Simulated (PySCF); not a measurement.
C₅H₁₀OSSi₂, SMILES [SiH3]O[SiH2]Cc1cccs1, GFN2-xTB optimised geometry.

```
19

Si     0.51    -1.36    -3.52
O     -0.89    -1.90    -2.88
Si    -2.14    -2.06    -1.87
C     -1.52    -1.80    -0.07
C     -0.60    -0.64     0.00
C      0.76    -0.64     0.00
C      1.32     0.65     0.00
C      0.38     1.63    -0.01
S     -1.22     0.98    -0.02
H      0.35    -1.58    -4.95
H      0.66     0.05    -3.18
H      1.57    -2.18    -2.94
H     -2.62    -3.42    -2.05
H     -3.11    -1.02    -2.22
H     -0.99    -2.69     0.27
H     -2.38    -1.65     0.58
H      1.34    -1.55     0.01
H      2.38     0.85     0.01
H      0.51     2.69    -0.01
```

Density from B3LYP/def2-SVP in PySCF 2.14.0 at that geometry.

Minimum of the electron density along straight lines between bonded atoms, close to the bond critical point (lines longer than 1.1 times the sum of covalent radii, or with two minima, are not listed):

| bond | length / Å | ρ at the minimum / e bohr⁻³ | ∇²ρ there / e bohr⁻⁵ | position (fraction from the first atom) |
|---|---|---|---|---|
| Si1–O2 | 1.625 | 0.124 | 1.06 | 0.42 |
| O2–Si3 | 1.615 | 0.128 | 1.12 | 0.59 |
| Si3–C4 | 1.918 | (withheld) | 0.29 | 0.38 |
| C4–C5 | 1.480 | 0.260 | -0.60 | 0.48 |
| C5–C6 | 1.360 | 0.325 | -0.83 | 0.51 |
| C6–C7 | 1.415 | 0.296 | -0.73 | 0.50 |
| C7–C8 | 1.354 | 0.327 | -0.84 | 0.49 |
| C5–S9 | 1.736 | 0.211 | -0.44 | 0.47 |
| C8–S9 | 1.724 | 0.215 | -0.46 | 0.47 |
| Si1–H10 | 1.461 | 0.119 | 0.34 | 0.49 |
| Si1–H11 | 1.461 | 0.120 | 0.34 | 0.49 |
| Si1–H12 | 1.461 | 0.119 | 0.34 | 0.49 |
| Si3–H13 | 1.460 | 0.119 | 0.34 | 0.49 |
| Si3–H14 | 1.461 | 0.119 | 0.34 | 0.49 |
| C4–H15 | 1.091 | 0.272 | -0.97 | 0.63 |
| C4–H16 | 1.090 | 0.272 | -0.97 | 0.62 |
| C6–H17 | 1.076 | 0.284 | -1.08 | 0.63 |
| C7–H18 | 1.076 | 0.284 | -1.09 | 0.63 |
| C8–H19 | 1.072 | 0.286 | -1.12 | 0.64 |

Problem. Fill in the missing entries.

Solution. 
- Si3–C4, ρ at the minimum / e bohr⁻³: 0.110
